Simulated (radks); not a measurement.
The numbers below are computed, except where a source is named.
Task: The krypton ion Kr4+ is in [Ar] 3d10 4s2 4p2. Code: a radial shooting solver on a logarithmic mesh with Libxc functionals. Model: scalar-relativistic Kohn-Sham, r2SCAN, spin-polarised, spherical densities, finite nucleus; meta-GGA in the generalised Kohn-Sham scheme; Fermi nuclear charge, rms radius of each element as measured or else 0.836 A^(1/3) + 0.57 fm. Open shells are filled with parallel spins first. One electron is removed from 4s, 3d, 4p, 3p in turn, with full relaxation. Which removal costs least, and what does each cost?

Result: 4p 64.629 eV; 4s 77.389 eV; 3d 154.48 eV; 3p 271.42 eV. The 4p electron leaves first.
